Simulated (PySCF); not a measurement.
HgBr, SMILES [Hg][Br] (connectivity only; charge and spin as stated), neutral, multiplicity 2.

Geometry optimised at r2SCAN-D4/def2-TZVP. The spin state was assumed, not searched. The def2 effective core potentials stand for the cores of Hg; spin–orbit coupling is left out.

These are PySCF with C-PCM-M06-2X/def2-TZVPD values and carry that method's errors.

The values are the electrostatic part of the solvation free energy, E(continuum) − E(gas) at the gas-phase geometry, in a cavity of scaled van der Waals radii (PySCF's table); cavitation and dispersion terms are not included. A continuum can't describe solvent molecules that bind to the metal. The dipole moment in vacuum is 3.10 D.

```csv
solvent,ε,ΔG(elec) (kcal/mol),dipole (D)
water,78.36,-10.9,5.95
methanol,32.61,-10.6,5.87
toluene,2.37,-5.4,4.44
```
